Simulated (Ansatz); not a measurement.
## Energy profile

The step: CH₆Si ([CH3][SiH3]) + NH₃ → CH₇NSi ([CH3][SiH2][NH2]) + H₂; bonds formed: Si1–N7, H2–H6; bonds broken: Si1–H2, H6–N7 (atoms numbered as in the saddle structure below).

```
12
angstrom
Si -0.6545 0.1024 0.0344
H 0.0553 -1.6126 -0.3631
H -1.9668 -0.5817 -0.0647
H -1.0805 1.5598 -0.0134
C 0.3693 0.0446 1.5996
H 0.3940 -0.9492 -1.2738
N 0.2745 0.1825 -1.6066
H 0.0472 0.8127 2.3068
H 0.3207 -0.9404 2.0643
H 1.4186 0.2351 1.3549
H 1.1102 0.7576 -1.6126
H -0.2880 0.3891 -2.4257
```

Electronic energies by CCSD(T) at an estimated basis limit (MP2 extrapolated from triple and quadruple zeta, plus CCSD(T) − MP2 in triple zeta), on PBE0-D4/def2-TZVP structures; CH9NSi, singlet; no counterpoise correction. Computed with Ansatz 0.2.0 (basis: def2-TZVPP and def2-QZVPP); correlated methods freeze the cores. Extrapolation: Hartree–Fock as exp(−7.88 √X), correlation as X^−2.97.

Task: Give the profile in kcal/mol, counted from the separated reactants. (An estimate is asked for; the value comes from the calculation.)

Result: Computed:
```json
{"point": "separated: CH6Si (linked as [CH3][SiH3]; Si1, H2, H3, H4, C5, H8, H9, H10; singlet) + NH3 (H6, N7, H11, H12; singlet)", "kcal/mol": "0.00"}
{"point": "start structure", "kcal/mol": "-2.28"}
{"point": "saddle", "kcal/mol": "44.31"}
{"point": "end structure", "kcal/mol": "-7.01"}
{"point": "separated: CH7NSi (linked as [CH3][SiH2][NH2]; Si1, H3, H4, C5, N7, H8, H9, H10, H11, H12; singlet) + H2 (H2, H6; singlet)", "kcal/mol": "-6.35"}
```

T1 diagnostic: at most 0.011.

For scale, one of the runs: CCSD(T)/def2-TZVPP, 230 basis functions, launched by `ansatz run in.yaml --threads 4 --pin off --events-out ev --progress --plain --max-ram 9574MiB`. The run took 58 s on 4 CPU threads of an Arm Neoverse V1 (shared host), with 3.9 GiB of host memory at its peak.
